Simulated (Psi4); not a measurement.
H₃BOS (SMILES OBS), singlet, at a GFN2-xTB geometry; Psi4 1.11 with PBE0/def2-QZVPPD.

Here is a job for Psi4.
```
memory 2 GB

molecule mol {
0 1
  B    -0.509257    0.204124   -0.615261
  H    -1.255223   -0.262414   -1.381642
  O    -0.326063    1.516316   -0.638030
  H     0.281041    1.927719   -0.019897
  S     0.317773   -0.924218    0.524294
  H     1.044600   -0.028965    1.193380
}

set basis def2-qzvppd
set reference rks

energy('pbe0')
print_variables()
```

### Question
What does Psi4 print? Leave out banner, timings and long lists.

### Answer

```
   => Loading Basis Set <=

    Name: DEF2-QZVPPD
    Role: ORBITAL
    Keyword: BASIS

         ---------------------------------------------------------
                                   SCF
               by Justin Turney, Rob Parrish, Andy Simmonett
                          and Daniel G. A. Smith
                              RKS Reference
         ---------------------------------------------------------

  ==> Geometry <==

    Molecular point group: c1
    Full point group: C1

    Geometry (in Angstrom), charge = 0, multiplicity = 1:

       Center              X                  Y                   Z               Mass
    ------------   -----------------  -----------------  -----------------  -----------------
         B           -0.499723324236     0.226695227997    -0.608392355291    11.009305360000
         H           -1.245689324236    -0.239842772003    -1.374773355291     1.007825032230
         O           -0.316529324236     1.538887227997    -0.631161355291    15.994914619570
         H            0.290574675764     1.950290227997    -0.013028355291     1.007825032230
         S            0.327306675764    -0.901646772003     0.531162644709    31.972071174400
         H            1.054133675764    -0.006393772003     1.200248644709     1.007825032230

  Running in c1 symmetry.

  Rotational constants: A =      1.61137  B =      0.18477  C =      0.16576 [cm^-1]
  Rotational constants: A =  48307.59730  B =   5539.22767  C =   4969.40683 [MHz]
  Nuclear repulsion =   89.563864317928804

  Charge       = 0
  Multiplicity = 1
  Electrons    = 32
  Nalpha       = 16
  Nbeta        = 16

  ==> Algorithm <==

  SCF Algorithm Type is DF.
  DIIS enabled.
  MOM disabled.
  Fractional occupation disabled.
  Guess Type is SAD.
  Energy threshold   = 1.00e-06
  Density threshold  = 1.00e-06
  Integral threshold = 1.00e-12

  ==> Primary Basis <==

  Basis Set: DEF2-QZVPPD
    Blend: DEF2-QZVPPD
    Number of shells: 97
    Number of basis functions: 307
    Number of Cartesian functions: 371
    Spherical Harmonics?: true
    Max angular momentum: 4

  ==> DFT Potential <==

   => LibXC <=

    Version 7.1.2
    S. Lehtola, C. Steigemann, M. J. T. Oliveira, and M. A. L. Marques,  SoftwareX 7, 1–5 (2018) (10.1016/j.softx.2017.11.002)

   => Composite Functional: PBE0 <=

    PBE0 Hyb-GGA Exchange-Correlation Functional

    C. Adamo and V. Barone,  J. Chem. Phys. 110, 6158 (1999) (10.1063/1.478522)
    M. Ernzerhof and G. E. Scuseria,  J. Chem. Phys. 110, 5029 (1999) (10.1063/1.478401)

    Deriv               =              1
    GGA                 =           TRUE
    Meta                =          FALSE

    Exchange Hybrid     =           TRUE
    MP2 Hybrid          =          FALSE

   => Exchange Functionals <=

    0.7500   Perdew, Burke & Ernzerhof

   => Exact (HF) Exchange <=

    0.2500               HF

   => Correlation Functionals <=

    1.0000   Perdew, Burke & Ernzerhof

   => LibXC Density Thresholds  <==

    XC_HYB_GGA_XC_PBEH:  1.00E-15

   => Molecular Quadrature <=

    Radial Scheme          =       TREUTLER
    Pruning Scheme         =           NONE
    Nuclear Scheme         =       TREUTLER

    Blocking Scheme        =         OCTREE
    BS radius alpha        =              1
    Pruning alpha          =              1
    Radial Points          =             75
    Spherical Points       =            302
    Total Points           =         131737
    Total Blocks           =           1057
    Max Points             =            256
    Max Functions          =            301
    Weights Tolerance      =       1.00E-15

   => Loading Basis Set <=

    Name: (DEF2-QZVPPD AUX)
    Role: JKFIT
    Keyword: DF_BASIS_SCF

  ==> Integral Setup <==

  SCF_SUBTYPE=INCORE selected. In-core MEM_DF algorithm will be used.
  Using in-core AOs.

  ==> MemDFJK: Density-Fitted J/K Matrices <==

    J tasked:                   Yes
    K tasked:                   Yes
    wK tasked:                   No
    Algorithm:                 Core
    Schwarz Cutoff:           1E-12
    Mask sparsity (%):       2.2748
    Fitting Condition:        1E-10

   => Auxiliary Basis Set <=

  Basis Set: (DEF2-QZVPPD AUX)
    Blend: DEF2-UNIVERSAL-JKFIT
    Number of shells: 106
    Number of basis functions: 334
    Number of Cartesian functions: 397
    Spherical Harmonics?: true
    Max angular momentum: 4

  Minimum eigenvalue in the overlap matrix is 2.2840462332E-05.
  Reciprocal condition number of the overlap matrix is 2.0865763443E-06.
    Using symmetric orthogonalization.

  ==> Pre-Iterations <==

  SCF Guess: Superposition of Atomic Densities via on-the-fly atomic UHF (no occupation information).

   -------------------------
    Irrep   Nso     Nmo
   -------------------------
     A        307     307
   -------------------------
    Total     307     307
   -------------------------

  ==> Iterations <==

                           Total Energy        Delta E     RMS |[F,P]|

   @DF-RKS iter SAD:  -499.44400780798799   -4.99444e+02   0.00000e+00
   @DF-RKS iter   1:  -499.72728899521337   -2.83281e-01   2.59685e-03 ADIIS/DIIS
   @DF-RKS iter   2:  -499.45024664776093    2.77042e-01   3.67277e-03 ADIIS/DIIS
   @DF-RKS iter   3:  -499.94792067388653   -4.97674e-01   5.87178e-04 ADIIS/DIIS
   @DF-RKS iter   4:  -499.95887306856145   -1.09524e-02   1.39259e-04 ADIIS/DIIS
   @DF-RKS iter   5:  -499.95964204219001   -7.68974e-04   4.53896e-05 DIIS
   @DF-RKS iter   6:  -499.95973093334851   -8.88912e-05   8.89178e-06 DIIS
   @DF-RKS iter   7:  -499.95973423260500   -3.29926e-06   2.87369e-06 DIIS
   @DF-RKS iter   8:  -499.95973466293651   -4.30332e-07   6.05811e-07 DIIS
  Energy and wave function converged.

  ==> Post-Iterations <==

   Electrons on quadrature grid:
      Ntotal   =   32.0000051710 ; deviation = 5.171e-06

    Orbital Energies [Eh]
    ---------------------

    Doubly Occupied:

[...]
      16A     -0.290520

    Virtual:

[...]
    Final Occupation by Irrep:
              A
    DOCC [    16 ]
    NA   [    16 ]
    NB   [    16 ]

  @DF-RKS Final Energy:  -499.95973466293651

   => Energetics <=

    Nuclear Repulsion Energy =             89.5638643179288039
    One-Electron Energy =                -866.5237783895635175
    Two-Electron Energy =                 306.6977130351759797
    DFT Exchange-Correlation Energy =     -29.6975336264778456
    Empirical Dispersion Energy =           0.0000000000000000
    VV10 Nonlocal Energy =                  0.0000000000000000
    Total Energy =                       -499.9597346629365120

Computation Completed

Properties will be evaluated at   0.000000,   0.000000,   0.000000 [a0]

Properties computed using the SCF density matrix

 Multipole Moments:

 ------------------------------------------------------------------------------------
     Multipole            Electronic (a.u.)      Nuclear  (a.u.)        Total (a.u.)
 ------------------------------------------------------------------------------------

 L = 1.  Multiply by 2.5417464519 to convert [e a0] to [Debye]
 Dipole X            :         -0.1355825            0.5765075            0.4409250
 Dipole Y            :         -0.8676883            1.3649101            0.4972218
 Dipole Z            :         -0.0013766            0.4153554            0.4139789
 Magnitude           :                                                    0.7829577

 ------------------------------------------------------------------------------------

  Variable Map:
  ----------------------------------------------------------------------------
[...]
  Array Variable Map:
  ----------------------------------------------------------------------------
[...]
[...]
```
